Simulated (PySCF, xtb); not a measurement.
CH8FNOSi2, SMILES N[SiH2][Si@@H](O)CF. The values are those of a single conformer.

Harmonic wavenumbers (cm⁻¹) from GFN2-xTB (xtb) at its own minimum, in rising order: 20, 41, 90, 130, 154, 181, 206, 286, 311, 414, 443, 558, 613, 621, 675, 682, 718, 752, 776, 800, 823, 856, 891, 1028, 1207, 1281, 1456, 1529, 2133, 2186, 2224, 2926, 2941, 3471, 3502, 3633.

Q: What does PySCF with PBE-D3(BJ)/def2-SVP give at its own minimum? (The exact figures need the calculation; the answer reports its results.)

A: 40, 47, 87, 107, 157, 163, 230, 247, 302, 398, 449, 503, 616, 676, 687, 724, 793, 804, 817, 850, 875, 905, 909, 1005, 1180, 1242, 1404, 1505, 2104, 2137, 2166, 2947, 3008, 3459, 3551, 3754. Paired by order, the mean absolute difference is 35 cm⁻¹ and the zero-point energies are 58.0 and 58.4 kcal/mol.
